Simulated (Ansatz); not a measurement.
Stepwise reaction of `O[SiH2][SiH](Cl)Cl` with water, as a gas-phase model of exchange steps in deposition or etching. ΔE in kJ/mol.

Computed with Ansatz on PBE0-D4/def2-TZVP structures; ΔE is electronic, products minus reactants. CCSD(T)/CBS is the MP2 limit (def2-TZVPP, def2-QZVPP) plus CCSD(T) − MP2 in def2-TZVPP, frozen cores. This one scheme is used for every species. Functionals use def2-TZVPP. B3LYP here is the variant with VWN-RPA as its local correlation; programs differ in this. Each species was taken in one conformer, which may not be the lowest.

```
step                                                reaction  PBE-D4  B3LYP-D4  ωB97M-V  CCSD(T)/CBS
   1  `O[SiH2][SiH](Cl)Cl` + H₂O → `O[SiH2][SiH](O)Cl` + HCl     8.3       0.9      1.6          4.7
   2    `O[SiH2][SiH](O)Cl` + H₂O → `O[SiH2][SiH](O)O` + HCl     6.7       1.2      1.3          3.5
```

Q: By hand: ΔE of the 2 steps together at CCSD(T)/CBS.

A: (4.7) + (3.5) = 8.2 kJ/mol, or 4.1 kJ/mol a step.

In ΔE the steps differ by no more than 1.2 kJ/mol. PBE-D4 differs from CCSD(T)/CBS by 3.2 to 3.6 kJ/mol a step. Only this route is followed, and other bonds may react first. Isolated molecules leave out the surface, adducts and barriers. Largest T1 diagnostic: 0.012.
